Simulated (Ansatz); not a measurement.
Frontier orbitals of C$_{3}$H$_{9}$ClZr (`[CH3][Zr]([CH3])([CH3])[Cl]`).

Charge 0, multiplicity 1. Correlated methods include outer-core shells of Zr, which these sets cover unevenly. Zr: def2 effective core potential. The geometry is a stationary point of PBE0-D4/def2-TZVP. Basis def2-TZVPP, Ansatz 0.2.0.

| functional | HOMO (eV) | LUMO (eV) | gap (eV) |
| --- | --- | --- | --- |
| PBE | -6.43 | -2.24 | 4.19 |
| revPBE | -6.39 | -2.15 | 4.24 |
| PBE0 | -7.76 | -1.28 | 6.48 |
| BHLYP | -8.99 | -0.18 | 8.81 |
| CAM-B3LYP | -9.17 | -0.14 | 9.03 |
| ωB97M-V | -10.08 | 0.82 | 10.90 |

From PBE to PBE0 the HOMO moves by −1.33 eV and the LUMO by +0.96 eV, and with ωB97M-V by −3.65 and +3.07 eV, so the gap grows from 4.19 to 10.91 eV with exact exchange. A positive LUMO is unbound and depends on the basis.
